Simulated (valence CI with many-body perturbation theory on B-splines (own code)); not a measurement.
Values are calculated unless marked as measured or tabulated.
## From CI to CI+MBPT in Pd¹²⁺

Level of theory: valence CI with perturbative core correlation (CI+MBPT): six valence electrons over a frozen Dirac-Fock core [Ar] 3d10, a basis of 9 s, 9 p, 8 d, 6 f, 3 g, 1 h functions for each j, with the one-electron correlation potential Σ1, the two-electron term Σ2, the three-electron term Σ3, Breit, model QED; selected CI, second order for the rest, scaled by the run's own slope (own B-spline code, finite nucleus).

No measured spectrum was set against this ion. As an estimate, levels hold to about 250 cm⁻¹ or 0.2 % of their energy and the worst to 1 %, as in measured heavy ions of charge 2 to 7; those with d or f electrons hold less well. Among the levels kept, up to 1400 cm⁻¹ of a level comes from second order outside the variational space, and about a tenth of that is noise between levels of different J, which matters for small intervals.

Each rung adds one term. CI alone is the Dirac-Coulomb CI over the frozen core; QED comes last and gives the full result, which names the levels. Energies are above 4s2 4p4 3P_2 on the same rung, in cm⁻¹.

Names give the largest LS component (configuration and term), which can be under half, so a name can repeat, a term be missing and a line seem to break the LS rules; names also repeat where a configuration has a term twice. Letters in brackets count levels of one name in rising energy.

| Level | CI alone |
| --- | --- |
| 4s2 4p4 3P_0 | 24946 |
| 4s2 4p4 3P_1 | 40871 |
| 4s2 4p4 1D_2 | 59319 |
| 4s2 4p4 1S_0 | 118067 |
| 4s 4p5 3P°_2 | 319098 |
| 4s 4p5 3P°_1 | 341502 |
| 4s 4p5 3P°_0 | 363560 |
| 4s 4p5 1P°_1 | 410116 |
| 4s2 4p3 4d 5D°_2 | 441176 |
| 4s2 4p3 4d 5D°_0 | 441815 |
| 4s2 4p3 4d 5D°_3 | 442032 |
| 4s2 4p3 4d 5D°_1 | 444124 |
| 4s2 4p3 4d 5D°_4 | 447910 |
| 4s2 4p3 4d 3D°_2 [a] | 458477 |
| 4s2 4p3 4d 3D°_3 [a] | 476785 |
| 4s2 4p3 4d 3D°_1 [a] | 479357 |

What do these energies become with core correlation, Breit and QED?

4s2 4p4 3P_0 24656 (-289); 4s2 4p4 3P_1 41252 (+380); 4s2 4p4 1D_2 59214 (-106); 4s2 4p4 1S_0 117844 (-223); 4s 4p5 3P°_2 320214 (+1117); 4s 4p5 3P°_1 342483 (+981); 4s 4p5 3P°_0 365157 (+1597); 4s 4p5 1P°_1 409176 (-940); 4s2 4p3 4d 5D°_2 442430 (+1254); 4s2 4p3 4d 5D°_0 443147 (+1332); 4s2 4p3 4d 5D°_3 443278 (+1246); 4s2 4p3 4d 5D°_1 445436 (+1312); 4s2 4p3 4d 5D°_4 449089 (+1179); 4s2 4p3 4d 3D°_2 [a] 459434 (+957); 4s2 4p3 4d 3D°_3 [a] 477907 (+1122); 4s2 4p3 4d 3D°_1 [a] 480551 (+1194).

How does the ionisation energy move along the ladder, and which term matters most?

CI alone 286.10, + Σ1 287.09, + Σ2 287.14, + Σ3 286.95, + Breit 286.82, + QED 286.83 eV. The largest step is Σ1, 0.99 eV. NIST lists 286 ± 3 eV (theoretical).
